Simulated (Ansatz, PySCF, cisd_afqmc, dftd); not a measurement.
System: CCl, charge 0, doublet. CCl (SMILES [C]Cl, doublet).
B3LYP-D3(BJ)/def2-TZVP minimum from Ansatz (a first-principles code):
```xyz
2

C      0.0000     0.0000    -1.2243
Cl     0.0000     0.0000     0.4321
```
Charge 0, spin multiplicity 2.

Wanted: enthalpy of formation at 298 K (by atomisation, with ideal-gas terms from PySCF's Hessian at B3LYP-D3(BJ)/def2-TZVP and the atoms' measured values of the G2/97 table; no spin-orbit terms), in kJ/mol. UHF or UKS for unpaired electrons; spin-orbit terms are left out. Correlated methods leave the cores frozen. Rows without X2C or -DK are non-relativistic. AFQMC/CISD: phaseless, guided by CISD from CCSD amplitudes; bars are statistical, one sigma. Outlying blocks are dropped, and bars are widened where a walk drifts. Over all cases where full CI ran beside it in this data, AFQMC minus full CI had a median of +0.1 mEh and passed +0.4 mEh in a tenth of the cases. CBS(X,Y): correlation extrapolated as X^-3, Hartree-Fock from the larger set (Q,5: extrapolated as (X+1)exp(-9√X)). A bracket is a step between two methods taken in the basis named. The functionals are non-relativistic, so their misses hold any scalar relativity. '+ core + X2C': CCSD(T) terms for core correlation (cc-pwCVTZ, 1s frozen past Ne) and scalar relativity (cc-pVTZ-DK).

```
level                                                                                                                          program  enthalpy of formation at 298 K (kJ/mol)  difference against the last row
----------------------------------------------------------------------------------------------------------------------  --------------  ---------------------------------------  -------------------------------
PBE-D3(BJ)/def2-TZVPD                                                                                                   Ansatz + dftd3                                    378.0                            -50.6
PBE-D4/def2-TZVPD                                                                                                       Ansatz + dftd4                                    378.2                            -50.4
B3LYP/def2-TZVPD                                                                                                                Ansatz                                    432.2                              3.6
CCSD/cc-pV(T+d)Z                                                                                                                Ansatz                                    477.4                             48.8
CCSDT(Q)/cc-pV(T+d)Z                                                                                                            Ansatz                                    453.3                             24.7
CCSDT(Q)/cc-pV(Q+d)Z                                                                                                            Ansatz                                    440.3                             11.7
CCSDTQ/cc-pV(D+d)Z                                                                                                              Ansatz                                    484.0                             55.4
AFQMC/CISD/cc-pV(D+d)Z                                                                                                      cisd_afqmc                              483.0 ± 1.0                             54.4
CCSD(T)/CBS(cc-pV(Q+d)Z,cc-pV(5+d)Z) + [CCSDT(Q) - CCSD(T)]/cc-pV(T+d)Z + [CCSDTQ - CCSDT(Q)]/cc-pV(D+d)Z + core + X2C          Ansatz                                    428.5                             -0.1
CCSD(T)/CBS(cc-pV(Q+d)Z,cc-pV(5+d)Z) + [CCSDT(Q) - CCSD(T)]/cc-pV(Q+d)Z + [CCSDTQ - CCSDT(Q)]/cc-pV(D+d)Z + core + X2C          Ansatz                                    428.6                              0.0
```
